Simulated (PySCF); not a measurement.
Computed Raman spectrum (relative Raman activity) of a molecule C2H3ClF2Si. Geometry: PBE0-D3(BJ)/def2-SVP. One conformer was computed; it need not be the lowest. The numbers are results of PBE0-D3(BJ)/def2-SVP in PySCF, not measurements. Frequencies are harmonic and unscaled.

Lines under 2 % of the strongest are left out, and lines within 2 cm⁻¹ are merged.

ν (cm⁻¹): 121 (vw), 509 (vw), 563 (w), 627 (vw), 729 (w), 868 (w), 887 (vw), 935 (w), 1322 (w), 1749 (m), 2274 (vs), 2293 (s), 3224 (s) (against the strongest line: vs over 80 %, s over 45 %, m over 15 %, w over 4 %, vw less)

Task: Pick the molecule that these values belong to.
(A) F/C=C(/F)[SiH2]Cl
(B) F[SiH2]/C(F)=C\Cl
(C) C=C(F)[Si@@H](F)Cl
(D) F/C([SiH3])=C(\F)Cl

Result: A, F/C=C(/F)[SiH2]Cl
